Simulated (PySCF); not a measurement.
C6H11Cl.
Numbering: `[Cl:1][CH:2]1[CH2:3][CH2:4][CH2:5][CH2:6][CH2:7]1`

Structure used (PBE0-D3(BJ)/def2-SVP), in Å, numbered top down from 1:
```xyz
18
C6H11Cl angstrom
Cl     1.8740    0.0947    1.7744
C      1.4166    0.3526    0.0366
C      0.9554   -0.9641   -0.5706
C     -0.3833   -1.4263   -0.0062
C     -1.4478   -0.3398   -0.1267
C     -0.9903    0.9675    0.5135
C      0.3460    1.4298   -0.0555
H      2.3465    0.6934   -0.4391
H      1.7333   -1.7291   -0.4262
H      0.8643   -0.8011   -1.6602
H     -0.2459   -1.6919    1.0554
H     -0.7065   -2.3443   -0.5219
H     -2.3901   -0.6800    0.3318
H     -1.6701   -0.1640   -1.1955
H     -0.8790    0.8262    1.6017
H     -1.7493    1.7533    0.3734
H      0.6963    2.3460    0.4436
H      0.2302    1.6753   -1.1274
```

Probes without a nucleus sit at each ring's centroid and 1 Å off its mean plane on both sides; NICS is minus the shielding there, NICSzz its component along the normal. Level: GIAO PBE0/pcSseg-1 (PySCF, non-relativistic, gas phase) on the PBE0-D3(BJ)/def2-SVP geometry, one conformer.

Ring bond lengths (Å), with Mayer bond orders in brackets: C2–C3 1.521 (1.00), C3–C4 1.525 (1.03), C4–C5 1.526 (1.03), C5–C6 1.526 (1.03), C6–C7 1.524 (1.03), C7–C2 1.521 (1.00).

Question: What do the NICS probes read (ppm)?

Answer: 
```csv
ring,type,NICS(0),"NICS(1), two faces","NICS(1)zz, two faces",rms pucker (Å),"centre to ring atoms, mean (Å)"
C2–C3–C4–C5–C6–C7,6-membered carbocycle; formal bonds all single,-1.8,-2.1 / -2.5,2.0 / 2.7,0.22,1.47
```

Question: What can be read from them?

Answer: 
- C2–C3–C4–C5–C6–C7: mean NICS(1)zz 2.3 ppm, near zero. C2, C3, C4, C5, C6, C7 have four or more neighbours, so the value isn't read as a sign of a π ring current.

Question: At the second NICS(1) probe listed for ring C2–C3–C4–C5–C6–C7, 1 Å off the ring, what do the in-plane components average?

Answer: The isotropic value is a third of the trace: (3 × -2.5 − (2.7))/2 = -5.1 ppm.

Question: What are the shieldings of the ring atoms and their hydrogens in the same run (means over atoms taken as equivalent)?

Answer: 
| atoms | environment | σ isotropic (ppm) |
| --- | --- | --- |
| C2 | sp3 C–Cl carbon | 119.8 |
| C3 (×2) | ring CH2 carbon | 148.2 |
| C4 (×2) | ring CH2 carbon | 162.8 |
| C5 | ring CH2 carbon | 156.6 |
| H8 | methine hydrogen | 27.14 |
| H9 (×2) | methylene hydrogen | 29.47 |
| H10 (×2) | methylene hydrogen | 29.81 |
| H11 (×2) | methylene hydrogen | 29.34 |
| H12 (×2) | methylene hydrogen | 30.00 |
| H13 | methylene hydrogen | 29.68 |
| H14 | methylene hydrogen | 30.19 |
